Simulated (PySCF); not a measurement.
**Circular dichroism: `N#C[C@@H]1CO[C@H](F)O1`, C₄H₄FNO₂**

Geometry:
```
atom   x (Å)   y (Å)   z (Å)
  N1   1.767  -0.774   2.214
  C2   1.323  -0.668   1.168
  C3   0.751  -0.516  -0.161
  C4   0.394   0.967  -0.460
  O5  -0.976   0.906  -0.825
  C6  -1.469  -0.225  -0.247
  F7  -1.808   0.042   1.070
  O8  -0.503  -1.188  -0.277
  H9   1.432  -0.956  -0.899
 H10   0.526   1.592   0.430
 H11   0.950   1.384  -1.300
 H12  -2.386  -0.566  -0.738
```

Method used: TDDFT CAM-B3LYP/def2-SVPD circular dichroism and optical rotation, one conformer, gas phase in PySCF 2.14.0. Geometry: GFN2-xTB.

(1) What are the CIP labels of the stereocentres?

(2) Which excitations and rotatory strengths does the calculation give?

Results:

(1) C3 R, C6 S.

(2) Rotatory strengths R in 10⁻⁴⁰ esu² cm², velocity form and length form (origin at the centre of mass); f in length form.
```csv
state,E (eV),λ (nm),f,R (velocity),R (length),main
1,7.40,168,0.002,-5.4,-5.2,"HOMO−1→LUMO 0.30, HOMO−2→LUMO 0.18"
2,7.83,158,0.004,+5.3,+5.0,"HOMO→LUMO 0.64, HOMO−2→LUMO 0.12"
3,8.02,155,0.007,+0.8,+0.8,"HOMO−1→LUMO 0.20, HOMO−3→LUMO 0.15"
4,8.25,150,0.002,+1.4,+1.5,"HOMO−2→LUMO+2 0.17, HOMO−3→LUMO+2 0.13"
5,8.42,147,0.001,-3.8,-3.8,"HOMO→LUMO+1 0.64, HOMO→LUMO 0.10"
6,8.70,142,0.002,-6.9,-5.6,"HOMO−3→LUMO 0.38, HOMO−1→LUMO 0.16"
7,9.07,137,0.013,-9.9,-10.0,"HOMO−4→LUMO 0.34, HOMO−4→LUMO+1 0.13"
8,9.22,134,0.007,+12.5,+12.4,"HOMO→LUMO+2 0.55, HOMO−3→LUMO+2 0.08"
9,9.25,134,0.026,-6.2,-6.0,"HOMO−1→LUMO+1 0.31, HOMO−4→LUMO 0.22"
10,9.43,132,0.011,-27.6,-26.3,"HOMO→LUMO+3 0.47, HOMO−1→LUMO+1 0.09"
11,9.47,131,0.023,-24.2,-23.5,"HOMO→LUMO+4 0.42, HOMO−2→LUMO+1 0.12"
12,9.56,130,0.012,-11.9,-11.4,"HOMO→LUMO+4 0.32, HOMO→LUMO+2 0.13"
13,9.64,129,0.018,+18.1,+17.3,"HOMO−2→LUMO+1 0.16, HOMO−2→LUMO+2 0.11"
14,9.80,127,0.0007,+1.9,+1.5,"HOMO−5→LUMO 0.38, HOMO−7→LUMO 0.14"
15,9.81,126,0.042,-39.7,-39.2,"HOMO−5→LUMO 0.16, HOMO−4→LUMO+2 0.11"
16,9.92,125,0.019,+22.1,+22.4,HOMO→LUMO+5 0.58
```

Among the states computed, the strongest CD band (largest |R|) is state 15. The largest dissymmetry factor in size, g = 4R/(D+G), with D and G the electric and magnetic dipole strengths, is +0.044 for state 14 (velocity form, f = 0.0006), among bands with |R| over 0.5. The mirror image has the same energies and oscillator strengths and all R with the opposite sign.
